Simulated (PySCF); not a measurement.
Computed with M06-2X/def2-TZVP (PySCF). Gas-phase values, no solvent. Delta-SCF ions had no search for a lower state. 

Reference species (SMILES): `[AlH2][CH3]` (neutral, multiplicity 1).

```
Quantity                                  Result
--------------------------------------  --------
HOMO                                    -9.22 eV
vertical ionisation energy (Delta-SCF)  10.55 eV
```

Changed species: `[AlH3]` (0 of 3 H replaced by CH3; the reference has 1 of 3 H replaced by CH3).

Q: What does the change do to the HOMO and vertical ionisation energy (Delta-SCF)?

A: the HOMO falls by 0.51 eV, to -9.73 eV; the vertical ionisation energy (Delta-SCF) goes up by 0.73 eV, to 11.28 eV.
